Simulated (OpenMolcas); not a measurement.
Ar II: effect of the active space

- Program: OpenMolcas
- Method: CASSCF or its RAS form
- Basis: ANO-RCC-VTZP
- Scalar Hamiltonian: DKH2, point nucleus
- Spin-orbit coupling: RASSI with atomic mean-field integrals over the reference wave functions, term energies averaged over their components

A. 7 electrons in 4 orbitals (3s 3p); 2S+1 = 2 odd, 3 roots; 2S+1 = 2 even, 1 root; cost roughly 3 core-seconds
B. 7 electrons in 8 orbitals (3s 3p 4s 4p); 2S+1 = 2 odd, 3 roots; 2S+1 = 2 even, 1 root; cost of the order of 40 core-seconds
C. 7 electrons in 9 orbitals (RAS2 3s 3p; RAS3 3d, at most 2 electrons); 2S+1 = 2 odd, 3 roots; 2S+1 = 2 even, 1 root; cost roughly 10 core-seconds

Energies in cm-1 above 3s2 3p5 2P* 3/2, the measured ground level; measured values from NIST Handbook of Basic Atomic Spectroscopic Data.

| Level | A | B | C | Measured |
| --- | --- | --- | --- | --- |
| 3s2 3p5 2P* 3/2 | 0.0 | 0.0 | 0.0 | 0.0 |
| 3s2 3p5 2P* 1/2 | 1335 | 1348 | 1268 | 1432 |
| 3s 3p6 2S 1/2 | 151052 | 149264 | 114605 | 108722 |

Deviations, from unrounded energies. A percentage is the sum of absolute deviations over the sum of measured energies, with the sign that they share, or ± where signs differ.

```tsv
Against measurement	Levels	A	B	C
mean absolute deviation (cm-1)	2	21000	20000	3000
fine structure of the ground term (%)	1	-6.7	-5.9	-11.4
other configurations (%)	1	+38.9	+37.3	+5.4
```

C lies closest to measurement on these levels and A furthest from it. The largest miss of C in the table is 3s 3p6 2S 1/2, by +5900 cm-1. The ranking rests on the paired levels alone, and a cruder setting can come out closer through cancelling errors.

Among A to C the level of the table that moves most is 3s 3p6 2S 1/2, by 36000 cm-1 (lowest in C, highest in A).

Without dynamic correlation excited terms often stand tens of per cent too high (terms of higher spin than the ground term too low), and those without a measured partner can miss by more than the paired ones. Active for correlation alone: 4p 4s; no level in the range computed is led by a configuration that fills them, so any true level of that kind is missing (holds for B). Active for correlation alone: 3d; no level in the range computed is led by a configuration that fills it, so any true level of that kind is missing (holds for C). Some terms mix strongly with configurations of 3d, whose occupation reaches 0.30 (3s 3p6 2S) (holds for C). Computed and measured levels are paired by configuration, term and J; levels that our copy of the source lacks, or whose pairing is in doubt (as where it misses far off the trend of its configuration), stay unpaired and out of the deviations. Only configurations of the active space appear.

* marks odd parity.
